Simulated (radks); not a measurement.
Results of a calculation; reference values are marked as such.
All-electron atom: S V in [Ne] 3s2.

Level of theory: scalar-relativistic Kohn-Sham, LDA (Slater exchange, Perdew-Wang correlation), spin-unpolarised, spherical densities, finite nucleus; Fermi nuclear charge, rms radius 3.2611 fm (a radial shooting solver on a logarithmic mesh with Libxc functionals).

Energy parts (eV):
total: -10710.189
kinetic: 10745.497
electron-nucleus: -24860.401
Hartree: 4020.925
exchange-correlation: -616.209

Orbitals (lengths in bohr, moments of r in powers of bohr; r(90%) holds 90 % of the orbital's charge):
orbital  occ.  eigenvalue (eV)  r(90%)    <r^2>
1s          2        -2459.300   0.174  0.01270
2s          2        -270.1720   0.750   0.2726
2p          6        -216.1807   0.733   0.2418
3s          2         -66.0578    2.16    2.444

The highest occupied level is 3s at -66.058 eV. Summed over all electrons, <r^2> = 6.910 bohr^2, which gives a Langevin (diamagnetic) susceptibility term of -5.47 x 10^-6 cm^3/mol.
